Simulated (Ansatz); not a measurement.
The first iterations of a band of C₂H₂Br (5 atoms, charge 0, multiplicity 2).

These are results of Ansatz, UKS BHLYP-D4/def2-SVP, not measurements.

```
movable images  : 5
climbing image  : yes
spring          : 5.0 eV/Å²
optimiser       : quadratic models (default)
start path      : through a guess of the saddle point
force threshold : 0.05 eV/Å
iteration limit : 60
end points      : relaxed
```

Initial state:

```xyz
5
Properties=species:S:1:pos:R:3
C 0.571 -0.155 -0.159
C -0.684 -0.373 0.142
Br -2.113 0.676 0.594
H 1.001 0.846 -0.186
H 1.224 -0.993 -0.392
```

Final state:

```xyz
5
Properties=species:S:1:pos:R:3
C 0.888 0.366 -0.196
C -0.108 -0.442 -0.008
Br -1.851 0.181 0.487
H 1.139 1.415 -0.176
H -0.068 -1.521 -0.106
```

| iteration | highest image above the first end (eV) | largest band force component (eV/Å) |
| --- | --- | --- |
| 1 | 2.760 | 2.380 |
| 2 | 2.425 | 1.426 |
| 3 | 2.252 | 0.922 |

**Question.** Does the band converge within its limit, and where does its top end?

**Answer.** The forces met the threshold. It ended after 11 iterations with the highest image 2.276 eV above the first end. Neighbouring images differ by up to 1.2 eV, so the band resolves the path poorly. The order of the stationary point at the top wasn't checked.

The run took 90 s on 2 threads of Arm Neoverse V2, on a shared host, peak memory 0.18 GiB.
